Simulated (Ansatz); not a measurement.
Computed with Ansatz on PBE0-D4/def2-TZVP structures; ΔE is electronic, products minus reactants. CCSD(T)/CBS adds triple-zeta CCSD(T) − MP2 to the extrapolated MP2 energy (def2 sets, frozen cores). This one scheme is used for every species. DFT in def2-TZVPP. B3LYP here is the variant with VWN-RPA as its local correlation; programs differ in this. For Se outer-core shells are correlated without core-valence functions, which leaves a few kJ/mol of doubt a bond. Scalar relativity is left out up to krypton. One conformer a species, not always the lowest.

`C[SiH2]BCl` + `B[SeH]` → `B[Se][SiH2]C` + `BCl`  (cleavage of the Si–B bond)

| level | ΔE (kJ/mol) | difference from CCSD(T)/CBS |
| --- | --- | --- |
| PBE-D4 | -69.7 | 11.6 |
| r2SCAN-D4 | -75.6 | 5.7 |
| PBE0-D4 | -74.8 | 6.5 |
| B3LYP-D4 | -76.8 | 4.5 |
| ωB97X-V | -75.8 | 5.5 |
| ωB97M-V | -80.0 | 1.3 |
| B2PLYP | -78.9 | 2.4 |
| PBE | -67.2 | 14.1 |
| r2SCAN | -75.1 | 6.2 |
| PBE0 | -72.7 | 8.6 |
| B3LYP | -72.8 | 8.5 |
| HF/def2-TZVPP | -84.4 | -3.1 |
| MP2/def2-TZVPP | -89.4 | -8.1 |
| SCS-MP2/def2-TZVPP | -85.9 | -4.6 |
| CCSD/def2-TZVPP | -77.3 | 4.0 |
| CCSD(T)/def2-TZVPP | -77.5 | 3.8 |
| HF/def2-QZVPP | -84.7 | -3.4 |
| MP2/def2-QZVPP | -91.7 | -10.4 |
| SCS-MP2/def2-QZVPP | -87.9 | -6.6 |
| HF/CBS(def2) | -84.7 | -3.4 |
| MP2/CBS(def2) | -93.2 | -11.9 |
| CCSD/CBS(def2) | -81.1 | 0.2 |
| CCSD(T)/CBS | -81.3 | 0 |

Largest T1 diagnostic among the species: 0.013.

From PBE to PBE0 (25 % exact exchange), in def2-TZVPP and without D4, ΔE moves by −5.5 kJ/mol. The D4 term adds −4.0 kJ/mol with B3LYP and −2.1 kJ/mol with PBE0; it sums over pairs of atoms, weighted by their polarisabilities, and B3LYP, whose exchange is more repulsive, gets the larger term.
